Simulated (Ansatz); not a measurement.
Sb₅⁺. Total charge 1; singlet. Geometry PBE0-D4/def2-SVP.

```csv
atom,x (Å),y (Å),z (Å)
Sb1,-2.3264,-0.7680,0.4099
Sb2,0.2112,2.1353,-1.2653
Sb3,-0.3475,-1.7316,1.7518
Sb4,0.2857,-0.8201,-1.0011
Sb5,2.1770,1.1845,0.1047
```

In the def2 sets Sb takes a core potential; there is no spin–orbit coupling. At HF/def2-TZVP the restricted singlet is unstable: a solution with broken spin symmetry lies lower. The restricted singlet is unstable towards broken spin symmetry in Hartree–Fock (as tested in another run); at PBE-D4/def2-TZVP, PBE0-D4/def2-SVP, PBE0-D4/def2-TZVP, BHLYP-D4/def2-TZVP this wasn't settled. Another isomer (singlet) lies 1.86 eV lower at PBE0-D4/def2-TZVP; other spin states weren't run for this one.

Estimate the orbital energies around the gap (eV) in Ansatz with HF/def2-TZVP, PBE-D4/def2-TZVP, PBE0-D4/def2-SVP, PBE0-D4/def2-TZVP, BHLYP-D4/def2-TZVP.


```tsv
orbital	HF/def2-TZVP	PBE-D4/def2-TZVP	PBE0-D4/def2-SVP	PBE0-D4/def2-TZVP	BHLYP-D4/def2-TZVP
HOMO−9	-20.98	-16.53	-18.04	-17.91	-19.14
HOMO−8	-20.31	-16.02	-17.46	-17.36	-18.55
HOMO−7	-19.61	-15.66	-17.01	-16.92	-18.04
HOMO−6	-14.21	-11.54	-12.59	-12.45	-13.11
HOMO−5	-13.78	-11.07	-12.08	-11.98	-12.64
HOMO−4	-13.48	-10.49	-11.56	-11.46	-12.22
HOMO−3	-12.98	-10.32	-11.18	-11.08	-11.81
HOMO−2	-12.47	-10.16	-11.17	-11.08	-11.63
HOMO−1	-11.68	-9.66	-10.46	-10.38	-10.92
HOMO	-11.56	-9.46	-10.29	-10.21	-10.75
LUMO	-5.02	-8.06	-7.57	-7.52	-6.82
LUMO+1	-4.88	-7.87	-7.44	-7.36	-6.67
LUMO+2	-3.89	-7.18	-6.65	-6.58	-5.84
LUMO+3	-3.15	-6.65	-6.04	-5.97	-5.20
LUMO+4	-2.53	-6.08	-5.43	-5.39	-4.59
LUMO+5	-2.31	-5.81	-5.16	-5.12	-4.33
```
